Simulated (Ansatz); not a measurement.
`[F][Sn]([SiH3])[Cl]` radical. The species carries charge 0 and has multiplicity 2. Sn takes the def2 core potential. Geometry: relaxed with PBE0-D4/def2-TZVP.

```xyz
7

F     0.742    0.304    2.525
Sn   -0.700   -0.311    1.391
Si   -0.006    0.551   -1.020
Cl   -0.331   -2.631    1.371
H     1.376    0.089   -1.296
H    -0.099    2.030   -1.000
H    -0.983   -0.033   -1.970
```

Question: What is the dipole moment at PBE/def2-TZVPP? (Estimate.)

Answer: Ansatz gave: 3.64 D, with components (-1.82, 1.86, -2.54) D in this frame, pointing from negative to positive charge.

Question: And with r2SCAN, B3LYP, ωB97M-V? (Estimate.)

Answer: The calculation gave: r2SCAN 3.83 D, B3LYP 3.94 D, ωB97M-V 3.98 D.

Question: Give the Mulliken charges with PBE, r2SCAN, ωB97M-V in def2-TZVPP. (An estimate is asked.)

Answer: The calculation gave: 
```
atom    PBE  r2SCAN  ωB97M-V
  F1  -0.43   -0.48    -0.48
 Sn2   0.78    0.82     0.76
 Si3   0.04    0.13     0.02
 Cl4  -0.35   -0.38    -0.35
  H5  -0.01   -0.02     0.02
  H6  -0.02   -0.04     0.01
  H7  -0.02   -0.03     0.01
```

B3LYP here is the variant with VWN-RPA as its local correlation; programs differ in this.
